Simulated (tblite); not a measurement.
A geometry optimisation, step by step.

Species: C8H9PSe.
SMILES with atom numbers: `[CH2:1]=[CH:2][P@H:3](=[Se:4])[c:5]1[cH:6][cH:7][cH:8][cH:9][cH:10]1` (hydrogens: H11, H12 on C1; H13 on C2; H14 on P3; H15 on C6; H16 on C7; H17 on C8; H18 on C9; H19 on C10)

Computed with GFN2-xTB (tblite), gas phase: L-BFGS steps from a force-field or distance-geometry start until the largest atomic force falls under 0.01 eV/Å. 5 of its 143 geometries are shown.

Step 0: E = -744.8483 eV, largest atomic force 2.061 eV/Å
```
atom  x, y, z in Å  |  force x, y, z in eV/Å
C1      3.368    0.263   -0.975   -0.401  -0.088   0.249
C2      2.398    0.694   -0.164    0.984   0.780  -0.938
P3      1.411   -0.352    0.862   -0.559  -0.784   1.822
Se4     1.861   -2.323    1.249    0.485  -1.102  -0.435
C5     -0.338   -0.204    0.429    0.169   1.172  -1.050
C6     -0.633    0.421   -0.795   -0.371   0.012  -0.004
C7     -1.953    0.578   -1.208    0.466  -0.699   1.302
C8     -2.946    0.091   -0.362   -0.087   0.044  -0.236
C9     -2.658   -0.534    0.836   -0.130  -0.286   0.509
C10    -1.347   -0.681    1.243    0.171   0.203  -0.346
H11     3.613   -0.787   -1.100   -0.112   0.168   0.120
H12     3.925    0.977   -1.561    0.106  -0.123  -0.016
H13     2.243    1.774   -0.115   -0.223  -0.221   0.202
H14     1.560    0.106    2.200   -0.279   0.759  -0.738
H15     0.155    0.806   -1.433    0.074  -0.115   0.146
H16    -2.183    1.057   -2.126   -0.177   0.240  -0.490
H17    -3.977    0.185   -0.637   -0.341   0.107  -0.192
H18    -3.450   -0.919    1.492    0.280   0.253  -0.442
H19    -1.059   -1.143    2.157   -0.056  -0.321   0.540
```

Step 36: E = -745.2572 eV, largest atomic force 0.030 eV/Å
```
atom  x, y, z in Å  |  force x, y, z in eV/Å
C1      3.341    0.241   -0.923    0.003   0.002   0.008
C2      2.411    0.721   -0.114    0.015   0.004   0.012
P3      1.418   -0.402    0.904   -0.014  -0.009  -0.025
Se4     2.019   -2.391    0.971   -0.004  -0.020  -0.010
C5     -0.307   -0.137    0.400   -0.024  -0.002   0.001
C6     -0.634    0.443   -0.818    0.001  -0.014  -0.006
C7     -1.964    0.558   -1.185    0.010  -0.003  -0.004
C8     -2.961    0.083   -0.350    0.018   0.012   0.002
C9     -2.631   -0.518    0.856   -0.007   0.001  -0.001
C10    -1.306   -0.630    1.231   -0.016  -0.013   0.003
H11     3.525   -0.823   -0.963    0.001   0.007  -0.022
H12     3.949    0.867   -1.557    0.007   0.004   0.020
H13     2.194    1.778   -0.019   -0.005  -0.004  -0.016
H14     1.444    0.249    2.143   -0.004   0.014   0.024
H15     0.150    0.796   -1.473   -0.006   0.011  -0.006
H16    -2.219    1.017   -2.129   -0.010  -0.004  -0.001
H17    -3.997    0.174   -0.642    0.023  -0.013   0.010
H18    -3.409   -0.903    1.499    0.007   0.009   0.005
H19    -1.031   -1.113    2.160    0.005   0.016   0.008
```

Step 71: E = -745.2670 eV, largest atomic force 0.086 eV/Å
```
atom  x, y, z in Å  |  force x, y, z in eV/Å
C1      3.432    0.323   -0.841   -0.035   0.026  -0.011
C2      2.432    0.722   -0.073   -0.042  -0.013   0.016
P3      1.406   -0.478    0.816   -0.020  -0.037  -0.014
Se4     1.972   -2.474    0.642   -0.030   0.025   0.006
C5     -0.324   -0.138    0.371    0.014  -0.029  -0.011
C6     -0.670    0.347   -0.884    0.000   0.009   0.014
C7     -2.007    0.464   -1.226    0.006  -0.028  -0.003
C8     -2.993    0.076   -0.332    0.023   0.072   0.041
C9     -2.646   -0.411    0.920    0.039  -0.026  -0.005
C10    -1.313   -0.524    1.269    0.029   0.019   0.012
H11     3.652   -0.728   -0.964   -0.028  -0.015   0.044
H12     4.062    1.014   -1.375    0.033   0.039  -0.024
H13     2.176    1.764    0.072    0.015   0.015  -0.003
H14     1.449    0.026    2.124   -0.005  -0.006  -0.032
H15     0.104    0.637   -1.581    0.002  -0.026   0.003
H16    -2.277    0.850   -2.198   -0.007  -0.011   0.009
H17    -4.034    0.166   -0.607    0.027  -0.020   0.006
H18    -3.408   -0.715    1.623   -0.014   0.022  -0.043
H19    -1.024   -0.912    2.237   -0.008  -0.015  -0.005
```

Step 106: E = -745.2793 eV, largest atomic force 0.022 eV/Å
```
atom  x, y, z in Å  |  force x, y, z in eV/Å
C1      3.449    0.505   -0.722   -0.006  -0.003  -0.002
C2      2.374    0.734    0.012   -0.003   0.001   0.016
P3      1.408   -0.639    0.698   -0.003   0.000  -0.016
Se4     2.023   -2.559    0.188    0.002  -0.001  -0.005
C5     -0.323   -0.250    0.324   -0.005  -0.007   0.020
C6     -0.683    0.090   -0.974    0.005   0.000   0.007
C7     -2.014    0.304   -1.281   -0.002  -0.005   0.008
C8     -2.981    0.169   -0.298   -0.002  -0.003   0.017
C9     -2.623   -0.189    0.992    0.002  -0.016   0.009
C10    -1.294   -0.406    1.305   -0.003   0.004   0.006
H11     3.763   -0.510   -0.923   -0.002  -0.006  -0.010
H12     4.048    1.295   -1.143    0.003   0.008  -0.003
H13     2.012    1.728    0.242    0.009   0.005  -0.001
H14     1.445   -0.354    2.069   -0.004   0.007   0.010
H15     0.086    0.186   -1.730    0.005  -0.009  -0.009
H16    -2.300    0.568   -2.288    0.004   0.017  -0.012
H17    -4.020    0.338   -0.538   -0.002  -0.007  -0.013
H18    -3.382   -0.307    1.753    0.011   0.012  -0.010
H19    -0.999   -0.694    2.306   -0.008   0.004  -0.008
```

Step 142: E = -745.2821 eV, largest atomic force 0.009 eV/Å
```
atom  x, y, z in Å  |  force x, y, z in eV/Å
C1      3.382    0.576   -0.731    0.001   0.000   0.004
C2      2.377    0.734    0.114   -0.002  -0.001  -0.001
P3      1.415   -0.693    0.688    0.006   0.003   0.006
Se4     2.041   -2.559    0.020   -0.002  -0.001   0.003
C5     -0.316   -0.285    0.330    0.000  -0.002   0.001
C6     -0.669   -0.018   -0.987    0.000  -0.002   0.003
C7     -1.992    0.222   -1.306    0.003   0.001  -0.002
C8     -2.960    0.186   -0.314    0.001   0.003   0.002
C9     -2.608   -0.096    0.997    0.000  -0.004  -0.003
C10    -1.285   -0.338    1.322   -0.001   0.003   0.002
H11     3.648   -0.412   -1.082   -0.003   0.002   0.002
H12     3.973    1.400   -1.096   -0.001   0.002  -0.003
H13     2.070    1.700    0.494    0.001  -0.005  -0.002
H14     1.444   -0.508    2.076   -0.002  -0.005  -0.004
H15     0.100   -0.005   -1.748   -0.001   0.000  -0.004
H16    -2.271    0.433   -2.328   -0.003   0.004  -0.001
H17    -3.994    0.372   -0.564   -0.001  -0.002  -0.001
H18    -3.366   -0.132    1.765    0.001  -0.002   0.000
H19    -1.000   -0.567    2.341    0.004   0.005  -0.002
```

Task: Summarise the path.

Result: The energy falls by 0.4338 eV from step 0 to step 142; nine tenths of that is first reached at step 12. It falls at every step. The largest force goes from 2.061 to 0.009 eV/Å. Among the bonds C2–P3 changes most, from 1.767 to 1.814 Å; the atoms move by 0.579 Å rms after alignment.

Task: Follow the three bonds and two angles with the largest change from start to end.

Result: 
```tsv
step	E above end (eV)	largest force (eV/Å)	C2–P3 (Å)	P3=Se4 (Å)	P3–H14 (Å)	Se4–P3–H14 (°)	C2–P3–Se4 (°)
0	0.4338	2.061	1.767	2.058	1.422	96.3	123.6
6	0.0856	0.338	1.832	2.091	1.415	110.2	121.9
12	0.0424	0.132	1.816	2.079	1.399	114.8	118.9
19	0.0311	0.109	1.811	2.079	1.399	115.1	117.3
25	0.0265	0.040	1.811	2.079	1.403	114.4	117.0
31	0.0257	0.024	1.813	2.080	1.403	114.2	117.0
37	0.0247	0.037	1.812	2.079	1.400	114.3	116.9
43	0.0232	0.052	1.812	2.080	1.404	114.7	116.8
49	0.0213	0.036	1.812	2.079	1.404	114.7	116.9
56	0.0196	0.046	1.813	2.079	1.401	114.5	117.0
62	0.0184	0.028	1.812	2.080	1.402	114.4	116.7
68	0.0169	0.043	1.811	2.080	1.403	114.3	116.1
74	0.0120	0.102	1.813	2.078	1.402	114.7	116.1
80	0.0076	0.053	1.814	2.081	1.402	114.9	116.2
86	0.0050	0.027	1.813	2.080	1.401	114.9	116.5
93	0.0043	0.019	1.813	2.079	1.401	115.0	116.5
99	0.0037	0.031	1.813	2.080	1.401	114.8	116.8
105	0.0030	0.020	1.813	2.079	1.400	114.8	116.7
111	0.0024	0.015	1.813	2.079	1.401	115.1	116.5
117	0.0021	0.020	1.814	2.079	1.401	115.0	116.6
123	0.0017	0.025	1.814	2.080	1.401	115.2	116.5
130	0.0010	0.030	1.814	2.079	1.401	115.2	116.4
136	0.0003	0.021	1.814	2.079	1.401	115.1	116.4
142	0.0000	0.009	1.814	2.079	1.401	115.5	116.4
```

The cost below is that of the whole relaxation. Hardware: one thread of an Arm Neoverse V1, on a shared host. Cost: 1.3 s of wall time.
